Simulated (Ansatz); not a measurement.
In7As7. Total charge 0; singlet. Geometry PBE-D4/def2-SVP; atoms count from 1.

| atom | x (Å) | y (Å) | z (Å) |
| --- | --- | --- | --- |
| In1 | 0.454 | -1.356 | -1.670 |
| In2 | -0.387 | 2.063 | 1.269 |
| In3 | -1.569 | -2.530 | 0.465 |
| In4 | 1.036 | -0.845 | 1.843 |
| In5 | 3.933 | -1.091 | -0.374 |
| In6 | -2.339 | 0.509 | -0.792 |
| In7 | 0.790 | 3.226 | -1.985 |
| As8 | -0.755 | 0.430 | 3.397 |
| As9 | 1.060 | -3.067 | 0.437 |
| As10 | 2.160 | 0.610 | -2.028 |
| As11 | -2.473 | -0.436 | 1.853 |
| As12 | -1.845 | 3.030 | -0.717 |
| As13 | -2.204 | -1.765 | -2.103 |
| As14 | 2.139 | 1.223 | 0.406 |

In the def2 sets In takes a core potential; there is no spin–orbit coupling. Single mean-field runs in def2-TZVP are fitted with def2-universal-jkfit.

Q: Estimate the Mulliken populations from the PBE0/def2-TZVP orbitals of Ansatz.

A: 
```
atom  charge (e)
 In1        0.44
 In2        0.41
 In3        0.38
 In4        0.40
 In5        0.36
 In6        0.37
 In7        0.36
 As8       -0.23
 As9       -0.47
As10       -0.44
As11       -0.29
As12       -0.45
As13       -0.37
As14       -0.46
```
Mulliken values depend strongly on the basis.

Q: And the Mayer bond orders between heavy atoms (over 0.3)?

A: In1–As9 0.69 (2.78 Å); In1–As10 0.85 (2.63 Å); In1–As13 0.79 (2.72 Å); In2–As8 0.77 (2.71 Å); In2–As12 0.92 (2.65 Å); In2–As14 0.60 (2.80 Å); In3–As9 0.83 (2.68 Å); In3–As11 0.84 (2.67 Å); In3–As13 0.77 (2.75 Å); In4–As8 0.80 (2.69 Å); In4–As9 0.87 (2.63 Å); In4–As14 0.69 (2.75 Å); In5–As10 0.46 (2.96 Å); In5–As14 0.32 (3.03 Å); In6–As11 0.62 (2.81 Å); In6–As12 1.03 (2.57 Å); In6–As13 0.90 (2.63 Å); In7–As10 0.40 (2.95 Å); In7–As12 0.53 (2.93 Å); As8–As11 0.99 (2.47 Å); As10–As14 0.96 (2.51 Å).
